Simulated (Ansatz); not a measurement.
Consider the substitution at a C–S bond: `C[S][Ge][F]` + `NCSS` → `CNCSS` + `[F][Ge][SH]`.

Computed with Ansatz on PBE0-D4/def2-TZVP structures; ΔE is electronic, products minus reactants. CBS: MP2 limit from def2 TZ/QZ plus the TZ coupled-cluster correction, frozen cores. Functionals use def2-TZVPP. B3LYP here is the variant with VWN-RPA as its local correlation; programs differ in this. For Ge outer-core shells are correlated without core-valence functions, which leaves a few kJ/mol of doubt a bond. Scalar relativity is left out up to krypton. One conformer a species, not always the lowest.

(1) Is it downhill or uphill in electronic energy at CCSD(T)/CBS, and by how much? (Best estimate.)

(2) What do these levels give: r2SCAN-D4, PBE0-D4, ωB97X-V, ωB97M-V, PBE, r2SCAN, B3LYP, SCS-MP2/def2-TZVPP, HF/def2-QZVPP, SCS-MP2/def2-QZVPP, HF/CBS(def2), MP2/CBS(def2)? (Best estimate.)

Largest T1 diagnostic among the species: 0.015.

Answers

(1) The calculation gave: Uphill: ΔE = +14.8 kJ/mol.

(2) Ansatz gave: r2SCAN-D4 16.5, PBE0-D4 15.5, ωB97X-V 12.7, ωB97M-V 13.9, PBE 18.7, r2SCAN 17.1, B3LYP 16.1, SCS-MP2/def2-TZVPP 12.3, HF/def2-QZVPP 8.6, SCS-MP2/def2-QZVPP 13.8, HF/CBS(def2) 8.5, MP2/CBS(def2) 16.7 kJ/mol.
